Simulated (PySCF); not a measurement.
H₇NO₂Si₂, SMILES N[Si@H](O)O[SiH3].

Geometry optimised at PBE0-D3(BJ)/def2-SVP. The structure was generated by enumeration; whether it is a known compound was not checked. The values are those of a single conformer.

These are PBE/def2-TZVP run with PySCF values and carry that method's errors.

Gas-phase values at a fixed geometry.

- total energy: -788.14142 hartree
- highest occupied level: -6.40 eV
- lowest empty level: -0.48 eV
- orbital gap: 5.92 eV
- dipole moment: 2.25 D
- quadrupole, principal values (traceless, Buckingham form, about the centre of nuclear charge): -2.60, -0.77, 3.37 D·Å
- mean static polarisability: 65.8 bohr³ (9.75 Å³)
- polarisability, principal values: 60.8, 61.9, 74.7 bohr³
